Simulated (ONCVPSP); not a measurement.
# What the settings do to the ONCV potential of Cr

Base potential:

* Element: chromium (Cr)
* Generator: ONCVPSP 4.0.1
* Type: optimised norm-conserving Vanderbilt (ONCV)
* Functional: PBE
* Relativity: scalar-relativistic
* Frozen core: [Ne]
* Valence charge: 14
* Reference configuration: 3s2 3p6 3d5 4s1
* Partial waves: 3s+4s: rc 1.80 bohr, ncon 5, nbas 8, qcut 5.3 1/bohr, 2 projectors; 3p: rc 1.30 bohr, ncon 4, nbas 8, qcut 13.2 1/bohr, 1 projector; 3d: rc 1.65 bohr, ncon 4, nbas 9, qcut 10.7 1/bohr, 2 projectors, debl 2.7 Ha; f scattering state at 0.04 Ha: rc 1.75 bohr, ncon 4, nbas 8, qcut 6.6 1/bohr, 2 projectors, debl 1.4 Ha
* Local potential: polynomial inside 1.25 bohr (lpopt 4, dvloc0 0 Ha)
* Core correction: Teter function, fcfact 6, rcfact 1.6

Cutoffs, loose and tight: the cutoffs (Ha) at which the residual kinetic energy of the hardest occupied pseudo-wave falls to 1 and 0.1 mHa per electron. They do not see the model core or the augmentation charge, which bear on the density cutoff. Test errors are all-electron minus pseudo excitation energies from the reference, over the configurations 3s2 3p6 3d5 4s0; 3s2 3p6 3d4 4s0; 3s2 3p6 3d3 4s0; 3s1 3p6 3d5 4s1. A dash means not determined; rows that change the core or the reference have their own tests. The largest error is taken over the tests solved by every variant that gives reliable tests at all: 3s1 3p6 3d5 4s1; 3s2 3p6 3d4 4s0; 3s2 3p6 3d5 4s0.

```tsv
change	outcome	cutoff, loose	cutoff, tight	bound ghosts	GHOST(+) flags above zero	largest test error (meV)
base	generated	38 Ha	44 Ha	none	none	-354
core correction Teter function, fcfact 6, rcfact 0.98	generated	38 Ha	44 Ha	none	none	-340
core correction Teter function, fcfact 6, rcfact 1.16	generated	38 Ha	44 Ha	none	none	-346
core correction Teter function, fcfact 6, rcfact 1.34	generated	38 Ha	44 Ha	none	none	-351
core correction Teter function, fcfact 6, rcfact 1.54	generated	38 Ha	44 Ha	none	none	-354
core correction Teter function, fcfact 6, rcfact 1.7	generated	38 Ha	44 Ha	none	none	-356
core correction Teter function, fcfact 6, rcfact 1.86	generated	38 Ha	44 Ha	none	none	-356
core correction Teter function, fcfact 6, rcfact 2.04	generated	38 Ha	44 Ha	none	none	-359
```

Reading the sweep of the rcfact (base included, trends over the rows without a ghost): The loose cutoff stays near 38 Ha.
